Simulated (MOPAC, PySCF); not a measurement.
Isomers of CH2N2Si. Gas-phase values, no solvent. Strings in code marks are SMILES.

Quantity: vertical ionisation energy (energy after one electron is removed minus that of the parent at the parent's geometry), in eV.

Level 1: PBE-D3(BJ)/def2-TZVP // CAM-B3LYP-D3(BJ)/def2-TZVP (PySCF)
Level 2: PBE/6-31G* // CAM-B3LYP-D3(BJ)/def2-TZVP (PySCF)
Level 3: minus the HOMO energy of AM1 // CAM-B3LYP-D3(BJ)/def2-TZVP (MOPAC)
Level 4: minus the HOMO energy of PM6 // CAM-B3LYP-D3(BJ)/def2-TZVP (MOPAC)

```csv
species,level 2,level 3,level 4
`[H]/N=[SiH]/C#N`,10.27,10.60,10.14
```

Question: What does level 1 give for each?

Answer: 
- `[H]/N=[SiH]/C#N`: 10.42
